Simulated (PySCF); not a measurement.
## CdI: from constants to spectrum

PBE0 constants of CdI, ²Σ⁺ (doublet), unpaired electrons σ ↑ (PySCF, scalar-relativistic core potentials, basis sets Cd cc-pVTZ-PP with ECP28, I cc-pVTZ-PP with ECP28; masses 113.9034 and 126.9045 u):

| Item | Value |
| --- | --- |
| ωe | 171.0 cm⁻¹ |
| ωexe | 0.552 cm⁻¹ |
| Be | 0.038783 cm⁻¹ |
| αe | 0.000145 cm⁻¹ |
| D (centrifugal) | 7.98e-09 cm⁻¹ |
| De to Cd + I | 1.31 eV |

Q: Give the vibrational terms G(v) and spacings up to v = 6.

A: G(v) = ωe(v+½) − ωexe(v+½)².

| v | G(v) (cm⁻¹) | G(v) − G(v−1) | Bv (cm⁻¹) |
| --- | --- | --- | --- |
| 0 | 85.4 |  | 0.03871 |
| 1 | 255.3 | 169.9 | 0.03857 |
| 2 | 424.1 | 168.8 | 0.03842 |
| 3 | 591.7 | 167.7 | 0.03828 |
| 4 | 758.3 | 166.6 | 0.03813 |
| 5 | 923.8 | 165.5 | 0.03799 |
| 6 | 1088.2 | 164.4 | 0.03784 |

Q: How well does the Morse estimate ωe²/(4ωexe) reproduce De, and what is D0?

A: It gives 1.64 eV, 125 % of the computed De. D0 = De − G(0) = 1.31 − 0.01 = 1.30 eV.

These are scalar-relativistic numbers at best; spin–orbit coupling would shift them, the dissociation energy most. The state is the lowest determinant that a PBE0 search found; another state may lie lower at other levels.
